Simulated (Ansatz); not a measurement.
`FBC[SiH3]` + `N=C=O` → `O=C=NBF` + `C[SiH3]` at 400 K and 1 bar (ligand exchange at a B–C bond).

Gas-phase electronic energies from Ansatz, PBE0-D4/def2-TZVP geometries. CBS: MP2 limit from def2 TZ/QZ plus the TZ coupled-cluster correction, frozen cores. This one scheme is used for every species. One conformer a species, not always the lowest.

```tsv
species	CCSD(T)/CBS energy (Eh)	H − E (kJ/mol)	S (J/(mol·K))
`FBC[SiH3]`	-455.38583	206.0	354.6
`N=C=O`	-168.51995	72.4	252.4
`O=C=NBF`	-293.20193	100.2	323.0
`C[SiH3]`	-330.73916	180.9	277.1
```

H − E and S are ideal-gas, rigid-rotor, harmonic terms from PBE0-D4/def2-TZVP, for one conformer and one mirror image of each species. 1 Eh = 2625.50 kJ/mol, R = 8.31446 J/(mol·K).

Q: By hand: ΔE, ΔH, ΔS and ΔG.

A: ΔE = (-293.20193) + (-330.73916) − (-455.38583) − (-168.51995) = -0.03531 Eh = -92.7 kJ/mol. Δ(H − E) = 100.2 + 180.9 − 206.0 − 72.4 = 2.7, so ΔH = -90.0 kJ/mol. ΔS = 323.0 + 277.1 − 354.6 − 252.4 = -6.9 J/(mol·K). ΔG = -90.0 − 400 × (-6.9)/1000 = -87.2 kJ/mol.

Q: By hand: the equilibrium constant, and the temperature at which ΔG would vanish if ΔH and ΔS stayed fixed.

A: log₁₀ K = −ΔG/(RT ln 10) = 11.4. ΔG = 0 at ΔH/ΔS = 13043 K, far beyond where these terms or the molecules hold.

The number of gas molecules stays the same, so ΔS is small and ΔH decides. A doubt of 5 kJ/mol in ΔE shifts log₁₀ K by 0.7 here. Other conformers and mirror images would add mixing entropy, several J/(mol·K) or more a flexible species. These are equilibria of isolated gas molecules and say nothing of rates. Largest T1 diagnostic: 0.018 (customary marks: 0.02 for closed shells, 0.045 for open ones).
